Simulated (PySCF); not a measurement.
## Tm⁶¹⁺: ionisation energy

Tm⁶¹⁺ [He] 2s2 2p4 [2p1/2^2 2p3/2^2, M_J = 2] → Tm⁶²⁺ [He] 2s2 2p3 [2p1/2^2 2p3/2^1, M_J = 3/2], as a difference of total energies. Calculation: PySCF 2.14, in an uncontracted even-tempered set (17 s from 44 bohr⁻², ratio 2.4; 13 p from 57 bohr⁻², ratio 2.4; 5 d from 190 bohr⁻², ratio 2.6; 4 f from 290 bohr⁻², ratio 2.6); the two-component X2C-1e Hamiltonian. Correlated levels: nothing frozen; the 30 highest virtual spinors dropped. "Screened" scales the spin-orbit matrix elements by Boettger's factors to mimic the two-electron term; Breit and QED terms are absent.

```tsv
method	ionisation energy (eV)
GHF (spin-free)	14262.9
GMP2 (spin-free)	14264.7
GHF (screened spin-orbit)	14000.0
GMP2 (screened spin-orbit)	14000.1
```

For this ion Breit and QED terms and the two-electron picture change, all absent here, outweigh the correlation shift from GHF to GMP2.

The spin-free rows relax to the high-spin LS determinant and lack the spin-orbit shift.

The labels give the starting determinants; with spin-orbit coupling the two ends relaxed to ⟨J²⟩ = 6.00, ⟨L²⟩ = 3.28, ⟨S²⟩ = 1.38 and ⟨J²⟩ = 3.75, ⟨L²⟩ = 2.59, ⟨S²⟩ = 1.47.

For comparison: 13988 ± 12 eV (theoretical estimate listed by NIST; NIST Atomic Spectra Database, ionization energies).
